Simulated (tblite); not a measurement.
A tight-binding relaxation on `C#C[C@@H](Cl)[SiH2][Si@H](Cl)OC`.

Computed with GFN2-xTB geometry optimisation, gas phase (tblite 0.8.0). Start geometry: from a force field or distance geometry. The command runs a driver script over a list of jobs; the input below is this job's line of settings and its coordinates in Å.

Command:
```bash
OMP_NUM_THREADS=1 python probes_run.py task.json out
```

Input:
```
{"job": {"kind": "relax", "xc": "GFN2-xTB", "basis": "xTB"}, "charge": 0, "multiplicity": 1}
C      3.445200    -1.286900    -2.094600
C      2.912900    -0.697800    -1.180700
C      2.278000     0.021600    -0.049300
Cl     3.220100     1.543500     0.117300
Si     0.531300     0.410000    -0.598200
Si    -1.009800     0.129100     0.954100
Cl    -2.501000    -1.096900     0.131800
O     -1.763000     1.574400     1.442700
C     -3.104700     1.483800     1.104100
H      3.873900    -1.789300    -2.909600
H      2.330900    -0.629800     0.815900
H      0.507000     1.759600    -1.171400
H      0.235100    -0.540500    -1.682200
H     -0.447100    -0.551000     2.134600
H     -3.261300     1.780200     0.028900
H     -3.771200     2.105500     1.746600
H     -3.483300     0.446000     1.200300
```

Output:
```
step      E/eV     max force
  0    -795.52623    2.312
  1    -795.78897    2.352
  2    -795.73133    6.532
  3    -795.98580    0.803
  4    -796.06051    1.004
  5    -796.23651    1.747
  6    -796.31646    1.135
  7    -796.36324    0.521
  8    -796.39147    0.524
  9    -796.41901    0.719
... (184 lines left out)
194    -796.72513    0.021
195    -796.72516    0.014
196    -796.72519    0.012
197    -796.72522    0.013
198    -796.72524    0.014
199    -796.72527    0.010
200    -796.72529    0.011
201    -796.72531    0.013
202    -796.72533    0.010
203    -796.72535    0.008
```

«max force» is the largest atomic force in eV/Å.

Question: From which step on does the largest force stay under 0.1 eV/Å, and how much energy is left to gain from there?

Answer: From step 136 (0.054 eV/Å), 6.8 meV above the end.

In short: energy lowered by 27.7 kcal/mol over 203 steps; largest atomic force 0.008 eV/Å at the end.

Question: Give the final coordinates.

Answer: 0.988 Å rms from the input after alignment:
```
atom  x, y, z in Å
C1     3.8704   -0.6838   -2.2043
C2     3.0320   -0.7318   -1.3495
C3     2.0479   -0.7283   -0.3135
Cl4    2.7255    0.1059    1.1473
Si5    0.4656    0.2686   -0.7839
Si6   -0.9017    0.3476    1.0657
Cl7   -1.6890   -1.4475    1.6210
O8    -2.0811    1.2616    0.4328
C9    -3.3421    1.5832    0.9500
H10    4.5967   -0.6666   -2.9607
H11    1.8353   -1.7503    0.0037
H12    0.9510    1.5869   -1.2069
H13   -0.0623   -0.4021   -1.9875
H14   -0.4308    0.9022    2.3396
H15   -3.9501    1.9763    0.1354
H16   -3.2488    2.3405    1.7307
H17   -3.8255    0.6992    1.3704
```

Question: Estimate the wall time. Hardware: one thread of an Arm Neoverse V2, no GPU, on a shared host.

Answer: About 2.2 s.
Labels such as C1 count atoms from 1, the log's own numbers from 0.
